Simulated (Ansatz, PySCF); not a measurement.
**Hg(BH4)2 in two programs**

Hg(BH4)2 (singlet), relaxed with PySCF 2.14.0, RKS BP86, Hg def2-SVP with ECP60, B def2-SVP, H def2-SVP; non-relativistic Hamiltonian with scalar-relativistic core potentials where named; density fitting; no spin-orbit coupling:

```xyz
11

Hg    0.0000    0.0000    0.0000
B     0.0082    0.2617    2.3203
H     0.1109   -0.5692    3.2234
H     1.0022    0.9726    2.2282
H    -1.1042    0.7726    2.2711
H     0.0994   -0.8785    1.6073
B    -0.0082   -0.2617   -2.3203
H    -0.1109    0.5692   -3.2234
H     1.1042   -0.7726   -2.2711
H    -1.0022   -0.9726   -2.2282
H    -0.0994    0.8785   -1.6073
```

There the HOMO–LUMO gap is 5.24 eV. 

The same geometry by Ansatz 0.2.0 (PBE, PAW, a periodic box with 9 Å of vacuum):

```json
{"spin-orbit coupling": "without", "gap (eV)": "5.34", "largest force component (eV/Å)": "0.27"}
```

(1) What does the run with spin-orbit coupling give?

The spin-orbit runs use fully relativistic datasets of their own, so changes of a few hundredths of an eV needn't come from the coupling.

A frequency check found unstable modes (1, the lowest at -6 cm⁻¹), so the relaxed geometry is a saddle point, or these are noise.

The two programs differ in functional, so their gaps don't test each other.

## Answers

(1) gap (eV): 5.38, largest force component (eV/Å): 0.27. It took 26 s on 2 threads of Intel(R) Xeon(R) Platinum 8259CL CPU @ 2.50GHz (Skylake/Cascade Lake), on a shared host, peak memory 2.3 GiB.
